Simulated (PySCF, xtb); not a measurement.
germylsilane (GeH6Si), SMILES [SiH3][GeH3].

GFN2-xTB (xtb) at its own geometry gives an orbital gap of 5.15 eV and a dipole moment of 1.27 D.

The structure is a stationary point at PBE0-D3(BJ)/def2-TZVP.

Task: What does PBE/def2-TZVPD run with PySCF give? (An estimate is asked for; the answer gives what the named calculation found.)

Result: gap 6.48 eV (levels -7.20 and -0.72 eV), dipole 0.07 D.
